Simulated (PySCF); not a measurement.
# Reading the logs of faulty runs: BCClGeH5

These are calculations, not measurements. They come from PySCF 2.14.0, an open-source quantum chemistry program, on an isolated molecule that a program drew, which may never have been made. The molecule is BCClGeH5 (charge 0, doublet), drawn as the SMILES string `[CH3][GeH2][B]Cl`.

Each row is a Hartree-Fock (HF) and frozen-core CCSD(T) single point in the cc-pV(D+d)Z basis, meant for a local HF minimum. Run 1 is clean. Each other run has one planted mistake out of seven kinds, and not every kind appears here: one electron removed, one electron added, multiplicity raised by two, geometry at a saddle point, minimal basis STO-3G, one bond length entered in bohr, all coordinates scaled. The reference is restricted for singlets and unrestricted otherwise, and also for a bond in bohr. Adding or removing an electron swaps singlet and doublet. Electrons count all cores. HOMO and LUMO are orbital energies over both spins, the gradient is its largest component, and the lowest frequency (negative if imaginary) is given only where the gradient is small. Bond lengths are over the 8 bonds as drawn. T1 is the CCSD diagnostic: over 0.02 (restricted) or 0.045 (unrestricted) a single reference is doubtful. Germanium has the cc-pVDZ-PP basis, with a core potential (ECP10MDF) in place of its 10 inner electrons, and its 3s, 3p and 3d shells are frozen in CCSD(T).

Geometry of the clean run:
```xyz
9
BCClGeH5, angstrom
C     0.8077    0.2486   -0.6373
Ge    0.1061   -1.5340   -0.2098
B    -1.9667   -1.6021   -0.4556
Cl   -2.9506   -2.9500   -0.9581
H     1.8828    0.2838   -0.4530
H     0.6268    0.4884   -1.6867
H     0.3199    1.0033   -0.0182
H     0.3790   -1.8593    1.2680
H     0.8046   -2.5983   -1.0721
```

```
run  electrons  basis functions  <S^2>  HOMO (eV)  LUMO (eV)  gradient (hartree/bohr)  lowest frequency (cm^-1)  mean bond (Å)  longest bond (Å)      T1  HF (hartree)  CCSD(T) (hartree)                 mistake
  1         65               99  0.757      -8.65       1.41                  1.3e-05                        26         1.5179             2.088  0.0149    -818.32164         -818.83368                no fault
  2         65               99  0.757      -8.89       1.17                  3.3e-02                         -         1.5923             2.191  0.0157    -818.30497         -818.82222  all coordinates scaled
  3         66               99  0.000      -0.07       7.61                  6.5e-02                         -         1.5179             2.088  0.0141    -818.27563         -818.82026      one electron added
  4         64               99  0.000     -16.57      -6.11                  8.4e-02                         -         1.5179             2.088  0.0197    -818.04780         -818.56501    one electron removed
  5         65               99  1.444      -8.78       1.07                  9.1e-03                         -         1.6889             2.906  0.0387    -818.23001         -818.73438                       ?
```

**Which mistake was planted in run 5, and what did it cost?**

The mean bond changes by a factor of 1.113 and the longest by 1.392, so the molecule wasn't scaled as a whole. A length L in bohr read as angstrom grows by (1/0.5292 - 1) L = 0.890 L. The 8 bonds together grew by 8 x 0.1710 = 1.368 Å, which gives L = 1.538 Å. That is the length of one of the Ge-H bonds, 1.538 Å in the clean geometry. So the mistake is: one bond length entered in bohr. Subtracting run 1 and multiplying by 627.51 kcal/mol a hartree, the energy moved by 57.5 kcal/mol in HF and 62.3 kcal/mol in CCSD(T).

Cautions from the logs. Run 3: the added electron raises the CCSD(T) energy, so it isn't bound in this basis.
